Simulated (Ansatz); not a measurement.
Geometry optimisation, RKS PBE0-D4/6-31G* (Ansatz 0.2.0).

input.yaml

```yaml
crystal:
  periodic: [false, false, false]
  atoms:
    - { symbol: B, position_ang: [-0.000305, 0.640543, -0.248292] }
    - { symbol: H, position_ang: [0.034227, -0.586007, 1.814408] }
    - { symbol: C, position_ang: [1.391252, 0.100046, -0.739999] }
    - { symbol: H, position_ang: [1.461208, -0.980455, -0.570852] }
    - { symbol: H, position_ang: [1.490708, 0.247446, -1.823144] }
    - { symbol: H, position_ang: [2.253273, 0.574995, -0.259978] }
    - { symbol: F, position_ang: [-1.114892, 0.002028, -0.596305] }
    - { symbol: O, position_ang: [-0.190443, 1.793461, 0.489999] }
    - { symbol: H, position_ang: [0.650674, 2.22761, 0.672911] }
    - { symbol: H, position_ang: [-0.021102, 0.110832, 1.92845] }
basis:
  gaussian: { orbitals: "6-31G*" }
hamiltonian:
  xc: pbe0
  dispersion: d4
relax:
  f_tol: 0.03
  max_steps: 50
```

Run as:

```bash
$ ansatz run input.yaml --threads 1 --pin off --max-ram 2048MiB --backend cpu --events-out ev --progress --plain --runs-dir out
```

**Question.** Where does it end, and by what steps?

**Answer.** The run converged. After 18 steps the energy has fallen by 0.210 eV; H2 moved furthest, 1.06 Å.

```json
{"step": "0", "energy less start (eV)": "0.0000", "largest force component (eV/Å)": "1.587", "accepted": "yes"}
{"step": "1", "energy less start (eV)": "-0.1310", "largest force component (eV/Å)": "0.350", "accepted": "yes"}
{"step": "2", "energy less start (eV)": "-0.1730", "largest force component (eV/Å)": "0.242", "accepted": "yes"}
{"step": "3", "energy less start (eV)": "-0.1885", "largest force component (eV/Å)": "0.169", "accepted": "yes"}
{"step": "4", "energy less start (eV)": "-0.1920", "largest force component (eV/Å)": "0.139", "accepted": "yes"}
{"step": "5", "energy less start (eV)": "-0.1933", "largest force component (eV/Å)": "0.119", "accepted": "yes"}
{"step": "6", "energy less start (eV)": "-0.1955", "largest force component (eV/Å)": "0.204", "accepted": "yes"}
{"step": "7", "energy less start (eV)": "-0.1959", "largest force component (eV/Å)": "0.325", "accepted": "yes"}
{"step": "8", "energy less start (eV)": "-0.1993", "largest force component (eV/Å)": "0.189", "accepted": "yes"}
{"step": "9", "energy less start (eV)": "-0.1562", "largest force component (eV/Å)": "1.292", "accepted": "no"}
{"step": "10", "energy less start (eV)": "-0.2037", "largest force component (eV/Å)": "0.127", "accepted": "yes"}
{"step": "11", "energy less start (eV)": "-0.1965", "largest force component (eV/Å)": "0.613", "accepted": "no"}
{"step": "12", "energy less start (eV)": "-0.2060", "largest force component (eV/Å)": "0.052", "accepted": "yes"}
{"step": "13", "energy less start (eV)": "-0.2070", "largest force component (eV/Å)": "0.127", "accepted": "yes"}
{"step": "14", "energy less start (eV)": "-0.2076", "largest force component (eV/Å)": "0.147", "accepted": "yes"}
{"step": "15", "energy less start (eV)": "-0.2086", "largest force component (eV/Å)": "0.120", "accepted": "yes"}
{"step": "16", "energy less start (eV)": "-0.2091", "largest force component (eV/Å)": "0.086", "accepted": "yes"}
{"step": "17", "energy less start (eV)": "-0.2098", "largest force component (eV/Å)": "0.031", "accepted": "yes"}
{"step": "18", "energy less start (eV)": "-0.2101", "largest force component (eV/Å)": "0.029", "accepted": "yes"}
```

```xyz
10
Properties=species:S:1:pos:R:3
B -0.019 0.773 -0.589
H 0.235 -0.572 2.854
C 1.388 0.143 -0.902
H 1.364 -0.935 -0.698
H 1.625 0.244 -1.968
H 2.217 0.571 -0.328
F -1.077 0.397 -1.309
O -0.273 1.683 0.388
H 0.527 1.921 0.870
H -0.032 -0.095 2.348
```

Run time: 60 s on 1 thread of Arm Neoverse V1, on a shared host, peak memory 0.16 GiB.
